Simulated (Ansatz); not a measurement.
Basis-set series for BGaGeH6O (`O[BH][GaH][GeH3]`). Total charge 0; spin multiplicity 1. All single points use the PBE0-D4/def2-TZVP geometry. It is one conformer, not always the lowest.

| functional | basis | functions | energy (Eh) | HOMO (eV) | LUMO (eV) |
| --- | --- | --- | --- | --- | --- |
| PBE0-D4 | def2-SVP | 122 | -4104.34093 | -6.80 | -1.81 |
| PBE0-D4 | def2-TZVPP | 242 | -4104.97026 | -6.87 | -1.89 |
| ωB97M-V | def2-SVP | 122 | -4104.69541 | -8.78 | -0.08 |
| ωB97M-V | def2-TZVPP | 242 | -4105.32741 | -8.87 | -0.18 |

(1) Give the rows for def2-QZVPP. (Best estimate.)

## Answers

(1) Computed: 
```csv
functional,basis,functions,energy (Eh),HOMO (eV),LUMO (eV)
PBE0-D4,def2-QZVPP,472,-4105.06458,-6.88,-1.91
ωB97M-V,def2-QZVPP,472,-4105.41952,-8.89,-0.29
```

Scalar relativity is left out up to krypton.
